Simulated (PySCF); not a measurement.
## Si3H7F

Si3H7F is a small molecule, neutral, singlet. The structure, one conformer, was relaxed in the gas phase by PBE0-D3(BJ)/def2-SVP. No frequency run checks that it is a minimum.

SMILES: F[SiH]([SiH3])[SiH3]

```xyz
11

Si    0.494    0.233    0.785
Si   -1.604   -0.817    0.808
Si    1.245    0.608   -1.406
F     0.370    1.677    1.550
H     1.490   -0.596    1.533
H    -1.467   -2.151    0.146
H    -2.099   -1.010    2.205
H    -2.592    0.003    0.043
H     0.262    1.462   -2.140
H     2.582    1.276   -1.413
H     1.352   -0.714   -2.099
```
Atoms count from 1 in this order.

Shieldings: GIAO PBE0/pcSseg-2. Shifts are against computed references at the same level: H TMS (σ 31.24 ppm), Si TMS (σ 341.3 ppm). Core levels by delta-SCF with SCAN, pcX-2 on the ionised atom and pcseg-1 elsewhere, spin-free X2C (2p3/2 is the spin-free 2p value less a third of a first-order spin-orbit splitting); from the vacuum level, for chosen atoms.

Question: Give the shieldings and core levels atom by atom.

Answer: 
```
     atoms         bonded to  σ (ppm)  δ (ppm)  core level (eV)
       Si1  1 F + 2 Si + 1 H    321.0     20.3     2p3/2 107.46
   Si2 Si3        1 Si + 3 H    451.0   -109.7     2p3/2 106.74
        F4              1 Si    425.0        -        1s 691.93
        H5              1 Si    24.96     6.28                -
  H6 H7 H8              1 Si    27.57     3.67                -
H9 H10 H11              1 Si    27.58     3.67                -
```

Values are those of this one static structure, with the three H of a rotating XH3 group averaged; atoms that internal rotation interchanges would show their mean in an NMR spectrum.

Question: Which of Si1, Si2 holds its core electrons tightest, and by how much against the loosest?

Answer: Si1 (bonded to 1 F + 2 Si + 1 H), by 0.71 eV over Si2 (bonded to 1 Si + 3 H).

Question: By CAM-B3LYP/def2-SVPD (TDDFT singlets, Tamm-Dancoff triplets, ionisation by delta-SCF), where does absorption start, and what does vertical ionisation take?

Answer: The lowest singlet lies at 5.85 eV (f 0.021), the strongest of the first 6 at 7.72 eV (f 0.359), the lowest triplet at 5.17 eV; vertical ionisation takes 9.96 eV.

The 3 runs behind this took 3.4 min in all, one thread each of Intel Xeon Platinum 8175M on a shared host, launched as `OMP_NUM_THREADS=1 python cluster_run.py task.json out`.
